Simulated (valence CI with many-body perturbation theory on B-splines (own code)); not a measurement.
Energy levels of Gd³²⁺

Computed by configuration interaction combined with many-body perturbation theory (CI+MBPT): four valence electrons over a frozen Dirac-Fock core [Ar] 3d10, a basis of 11 s, 11 p, 10 d, 8 f, 5 g, 2 h functions for each j, with the one-electron correlation potential Σ1 (screened to all orders), the two-electron term Σ2, the three-electron term Σ3, Breit, model QED; selected single and double excitations, second order for the rest, scaled by the run's own slope (own B-spline code, finite nucleus).

No measured spectrum was set against this ion. As an estimate, large intervals hold to a few tenths of a per cent, small ones and those within an open d or f shell to about a per cent. Among the levels kept, up to 370 cm⁻¹ of a level comes from second order outside the variational space, and about a tenth of that is noise between levels of different J, which matters for small intervals.

Levels 91 to 135 of 186, with energies above the lowest level, (4s^2 4p1/2^2) J=0. "Leading %" is the weight of the configuration and term that name the level; weights of strongly mixed levels are sums over their largest components and can fall short, so below about 35 % the name and the second component can differ from the true leading terms, or belong to a minority configuration. In the jj column 3d3/2^4 stands for four electrons in 3d with j = 3/2.

```csv
No.,Configuration,Term,J,E (eV),Leading %,g,Leading jj
91,4s²4d²,³P,0,345.95,53,,4s^2 4d3/2^2 (74 %)
92,4s²4d²,³F,3,347.36,42,1.141,4s^2 4d3/2 4d5/2 (42 %)
93,4s²4d²,¹G,4,348.86,34,1.053,4s^2 4d3/2 4d5/2 (22 %)
94,4s²4d²,³P,1,349.99,50,1.377,4s^2 4d3/2 4d5/2 (50 %)
95,4s²4d²,³P,2,351.42,31,1.180,4s^2 4d3/2 4d5/2 (45 %)
96,4s²4d²,³F,4,352.06,53,1.219,4s^2 4d5/2^2 (40 %)
97,4s4p²4d,³P,2,355.19,18,1.056,4s 4p3/2^2 4d5/2 (43 %)
98,4p³4d,³F°,2,355.34,34,0.997,4p1/2^2 4p3/2 4d3/2 (88 %)
99,4s²4d²,³P,1,356.08,32,1.283,4s 4p3/2^2 4d5/2 (45 %)
100,4s²4p4f,³G,5,356.82,94,1.199,4s^2 4p3/2 4f7/2 (94 %)
101,4p³4d,³F°,3,357.19,24,1.111,4p1/2^2 4p3/2 4d3/2 (83 %)
102,4p³4d,³P°,0,358.11,51,,4p1/2^2 4p3/2 4d3/2 (92 %)
103,4s4p²4d,³P,0,358.20,20,,4s 4p3/2^2 4d3/2 (34 %)
104,4p³4d,⁵D°,1,359.87,32,1.187,4p1/2^2 4p3/2 4d3/2 (90 %)
105,4s²4p4f,¹F,3,360.78,24,0.987,4s^2 4p3/2 4f5/2 (59 %)
106,4s²4p4f,³F,4,361.57,31,1.178,4s^2 4p3/2 4f5/2 (36 %)
107,4s²4d²,³P,2,361.82,40,1.271,4s^2 4d5/2^2 (52 %)
108,4s²4p4f,³D,1,363.48,69,0.550,4s^2 4p3/2 4f5/2 (69 %)
109,4s²4p4f,³D,2,364.25,49,1.064,4s^2 4p3/2 4f5/2 (37 %)
110,4s²4p4f,³D,3,365.52,26,1.170,4s^2 4p3/2 4f7/2 (51 %)
111,4p³4d,³F°,4,365.84,41,1.269,4p1/2^2 4p3/2 4d5/2 (90 %)
112,4p³4d,³D°,2,369.18,36,1.285,4p1/2^2 4p3/2 4d5/2 (83 %)
113,4s²4d²,¹S,0,371.12,61,,4s^2 4d5/2^2 (65 %)
114,4p³4d,³F°,3,371.12,18,1.158,4p1/2^2 4p3/2 4d5/2 (66 %)
115,4s²4p4f,¹G,4,372.19,42,1.040,4s^2 4p3/2 4f7/2 (29 %)
116,4s²4p4f,¹D,2,373.37,39,0.962,4s^2 4p3/2 4f7/2 (41 %)
117,4s4p²4f,⁵G°,2,377.06,37,0.569,4s 4p1/2^2 4f5/2 (70 %)
118,4s4p²4f,⁵G°,3,379.31,26,1.070,4s 4p1/2^2 4f5/2 (48 %)
119,4p³4d,³D°,1,379.72,44,0.974,4p1/2^2 4p3/2 4d5/2 (83 %)
120,4s4p²4f,³F°,4,381.97,26,1.275,4s 4p1/2^2 4f7/2 (83 %)
121,4s4p4d²,⁵G°,2,389.21,32,0.674,4s 4p1/2 4d3/2^2 (50 %)
122,4p³4d,³G°,3,389.76,15,1.025,4s 4p1/2^2 4f7/2 (31 %)
123,4p³4d,⁵D°,0,391.89,43,,4p1/2 4p3/2^2 4d3/2 (69 %)
124,4p³4d,³D°,1,392.16,47,0.856,4p1/2 4p3/2^2 4d3/2 (76 %)
125,4s4p4d²,⁵G°,2,392.43,32,0.813,4p1/2 4p3/2^2 4d3/2 (50 %)
126,4p³4d,³F°,3,393.41,22,1.039,4s 4p1/2^2 4f5/2 (26 %)
127,4s4p4d²,⁵G°,3,394.38,50,1.001,4s 4p1/2 4d3/2 4d5/2 (47 %)
128,4p³4d,³G°,4,394.56,34,1.051,4p1/2 4p3/2^2 4d3/2 (67 %)
129,4s4p4d²,⁵G°,4,398.35,29,1.202,4s 4p1/2 4d3/2 4d5/2 (54 %)
130,4p³4d,⁵D°,3,399.92,32,1.331,4p1/2 4p3/2^2 4d5/2 (66 %)
131,4s4p4d²,⁵D°,0,400.22,74,,4s 4p1/2 4d3/2^2 (59 %)
132,4p³4d,³G°,5,400.78,40,1.171,4s 4p1/2 4d3/2 4d5/2 (42 %)
133,4s4p4d²,⁵D°,1,401.88,55,1.136,4s 4p1/2 4d3/2 4d5/2 (56 %)
134,4s4p4d²,⁵D°,2,402.10,26,1.177,4s 4p1/2 4d3/2 4d5/2 (58 %)
135,4p³4d,⁵D°,4,402.55,35,1.212,4p1/2 4p3/2^2 4d5/2 (73 %)
```

Where two levels of one J and parity lie close, their mixing, g and order are uncertain.
